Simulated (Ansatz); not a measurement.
One change: `C=NB(C)[SiH3]` becomes `CB(N)[SiH3]`.

Ansatz, PBE0-D4/def2-TZVP geometries, multiplicity 1. Each molecule was computed in one conformer, which needn't be the lowest.

```
                                      property  `C=NB(C)[SiH3]`
           HOMO energy (B3LYP/def2-TZVPP) / eV            -7.31
         HOMO–LUMO gap (B3LYP/def2-TZVPP) / eV             6.13
             HOMO energy (PBE/def2-TZVPP) / eV            -6.42
size of the dipole moment (PBE/def2-TZVPP) / D             2.11
          HOMO–LUMO gap (PBE0/def2-TZVPP) / eV             6.54
           HOMO–LUMO gap (PBE/def2-TZVPP) / eV             4.44
```

Question: Give the same properties after the change, and the shifts. (An estimate is asked.)

Answer: Computed: 
```csv
property,`CB(N)[SiH3]`,shift
HOMO energy (B3LYP/def2-TZVPP) / eV,-7.48,-0.17
HOMO–LUMO gap (B3LYP/def2-TZVPP) / eV,7.15,1.02
HOMO energy (PBE/def2-TZVPP) / eV,-6.45,-0.03
size of the dipole moment (PBE/def2-TZVPP) / D,2.38,0.27
HOMO–LUMO gap (PBE0/def2-TZVPP) / eV,7.51,0.97
HOMO–LUMO gap (PBE/def2-TZVPP) / eV,5.36,0.92
```

With PBE0 the HOMO falls by 0.17 eV and the LUMO rises by 0.80 eV, so the gap widens by about 0.97 eV. PBE moves the HOMO by -0.03 eV and ωB97M-V by -0.26 eV. Dipoles are sizes alone; their direction can turn.

B3LYP here is the variant with VWN-RPA as its local correlation; programs differ in this.
